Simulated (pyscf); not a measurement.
## H₂N–SiH(SiH₃)–Cl (SMILES N[SiH]([SiH3])Cl), singlet

Gas-phase minimum from PySCF at ωB97X-D3(BJ)/def2-SVP, one conformer. H₂N–SiH(SiH₃)–Cl lies 14.2 kcal/mol over its isomer H₃Si–NH–SiH₂–Cl (electronic energy, ωB97M-D3(BJ)). 

SMILES: N[SiH]([SiH3])Cl
```xyz
10

N     -0.8049    -2.3962    -1.0832
Si    -0.8883    -0.9847    -0.1042
Si     1.1660     0.1009    -0.1523
Cl    -2.2512     0.4558    -0.7816
H     -0.3815    -2.3499    -2.0046
H     -1.5542    -3.0812    -1.0615
H     -1.3657    -1.3941     1.2416
H      1.5134     0.3693    -1.5802
H      2.2401    -0.7406     0.4533
H      1.0815     1.3964     0.5805
```
Charge 0, spin multiplicity 1.

Bonds (Å): N1–Si2 1.720, N1–H5 1.015, N1–H6 1.015, Si2–Si3 2.324, Si2–Cl4 2.096, Si2–H7 1.486, Si3–H8 1.494, Si3–H9 1.493, Si3–H10 1.491. Angles (°): Si2–N1–H5 120.0, Si2–N1–H6 120.4, H5–N1–H6 111.0, N1–Si2–Si3 109.2, N1–Si2–Cl4 114.3, N1–Si2–H7 107.8, Si3–Si2–Cl4 104.3, Si3–Si2–H7 115.6, Cl4–Si2–H7 105.9, Si2–Si3–H8 108.0, Si2–Si3–H9 111.4, Si2–Si3–H10 110.2, H8–Si3–H9 108.8, H8–Si3–H10 109.1 (the first ones only).

Properties at ωB97X-D3(BJ)/def2-SVP:

```
Property                                                                                                                                                                                                                                          Result
---------------------------------------------------------------------------------------------------------------------  ---------------------------------------------------------------------------------------------------------------------------------
Harmonic wavenumbers, unscaled                                                                                         96, 126, 170, 234, 296, 434, 446, 516, 527, 559, 710, 828, 879, 892, 936, 952, 955, 1559, 2243, 2250, 2262, 2280, 3611, 3707 cm⁻¹
Zero-point energy                                                                                                                                                                                                                          39.3 kcal/mol
Rotational symmetry number                                                                                                                                                                                                                             1
Entropy of this conformer at 298 K and 1 atm, rigid rotor and harmonic oscillator, modes under 100 cm⁻¹ raised to 100                                                                                                                    352.9 J/(mol K)
Dipole moment                                                                                                                                                                                                                                     2.08 D
```

Single-point totals, which compare only within one level (frozen core for MP2 and CC):

```csv
level,total energy (hartree)
ωB97X-D3(BJ)/def2-TZVP,-1097.76794
PBE/def2-TZVP,-1097.11502
r²SCAN/def2-TZVP,-1097.56436
B3LYP-D3(BJ)/def2-TZVP,-1097.75893
PBE0-D3(BJ)/def2-TZVP,-1097.22624
M06-2X/def2-TZVP,-1097.59205
ωB97M-D3(BJ)/def2-TZVP,-1097.82756
HF/def2-TZVPP,-1095.45054
MP2/def2-TZVPP,-1096.10473
CCSD/def2-TZVPP,-1096.16339
CCSD(T)/def2-TZVPP,-1096.19091
```

Soft torsions are taken as harmonic, which can shift the entropy by several J/(mol K). The CCSD(T) − MP2 part came from Ansatz, without density fitting, on the same reference.
